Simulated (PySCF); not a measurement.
**Ionisation energy of Cs⁵⁴⁺ by level of theory**

Cs⁵⁴⁺ 1s1 (2S) → Cs⁵⁵⁺ (bare nucleus), as a difference of total energies. Computed with PySCF 2.14 in an even-tempered Gaussian basis (17 s from 120 bohr⁻², ratio 2.2; 7 p from 180 bohr⁻², ratio 2.4; 4 d from 540 bohr⁻², ratio 2.4; 3 f from 810 bohr⁻², ratio 2.4; 3 g from 1200 bohr⁻², ratio 2.4), with scalar relativity by spin-free X2C-1e. The calculations carry no spin-orbit coupling.

| method | ionisation energy (eV) | difference from reference (eV) |
| --- | --- | --- |
| UHF | 42959.7 | +46.6 |
| LDA | 42891.4 | -21.7 |
| PBE | 42955.9 | +42.8 |
| PBE0 | 42956.9 | +43.8 |
| r2SCAN | 42962.8 | +49.7 |
| TPSSh | 42962.4 | +49.3 |
| BLYP | 42961.9 | +48.8 |

Reference: 42913.1 eV (theoretical estimate listed by NIST; NIST Atomic Spectra Database, ionization energies).

For one electron Hartree-Fock is exact for this Hamiltonian up to the basis; QED and nuclear recoil make up the gap, and the density functionals add self-interaction.
